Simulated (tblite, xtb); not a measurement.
C2H3O (SMILES [CH2-]C=O), charge -1, singlet, geometry from GFN2-xTB. Base run: GFN1-xTB run with xtb.

Geometry (Å):
```xyz
6

O      1.1412     0.2728    -0.3783
C      0.0140     0.3090     0.1901
H     -0.1913     1.2075     0.8617
C     -1.0188    -0.5641     0.1335
H     -1.9352    -0.3930     0.6858
H     -0.9742    -1.4659    -0.4625
```
Charge -1, spin multiplicity 1.
All else is at xtb's defaults.
Base energy -10.72239 Eh.

Programs used: tblite, xtb; a row that names a program was run with it.

The base run was repeated with changes; each row names its change, and settings that it needs were set with it.

```
change                                                      ΔE vs base (mEh)  HOMO-LUMO gap (eV)  G_solv (kcal/mol)  SCF cycles
----------------------------------------------------------  ----------------  ------------------  -----------------  ----------
base                                                                   0.000                5.20                  -           9
program = tblite; method = gfn1; option = --grad                       0.000                   -                  -           -
acc = 1000                                                             0.001                5.20                  -           5
file = coord                                                           0.000                5.20                  -           9
etemp = 3000                                                          -0.002                5.20                  -           9
program = tblite; method = gfn1; option = --spin-polarized             0.000                   -                  -           -
etemp = 5000                                                          -0.171                5.20                  -           9
alpb = dmf                                                                 ?                   ?                  ?          10
alpb = benzene                                                             ?                   ?                  ?          10
program = tblite; method = gfn1; option = (--guess, eeq)               0.000                   -                  -           -
gbsa = water                                                               ?                   ?                  ?          10
```

### Question
What belongs in the gaps?

### Answer

- alpb = dmf, ΔE vs base (mEh): -88.916
- alpb = dmf, HOMO-LUMO gap (eV): 5.17
- alpb = dmf, G_solv (kcal/mol): -56.14
- alpb = benzene, ΔE vs base (mEh): -82.689
- alpb = benzene, HOMO-LUMO gap (eV): 5.18
- alpb = benzene, G_solv (kcal/mol): -52.17
- gbsa = water, ΔE vs base (mEh): -102.7
- gbsa = water, HOMO-LUMO gap (eV): 5.19
- gbsa = water, G_solv (kcal/mol): -65.46

ALPB and GBSA are two models with their own fitted parameters for each solvent, which aren't always the measured dielectric constant.
